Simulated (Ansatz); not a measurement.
`COBF`, charge 0, multiplicity 1.

Question: Give a relaxed structure at PBE0-D4/def2-TZVP (the Gaussian-basis code of Ansatz). (An estimate is asked.)

Answer: Ansatz gave: 
Z-matrix (Å, degrees):
```
C
O 1 1.413
H 1 1.093 2 111.6
H 1 1.091 2 108.9 3 -120.7
H 1 1.091 2 108.9 3 120.7
B 2 1.339 1 121.8 3 -0.2
F 6 1.325 2 117.6 1 180.0
H 6 1.199 2 123.0 1 -0.0
```
Point group Cs.
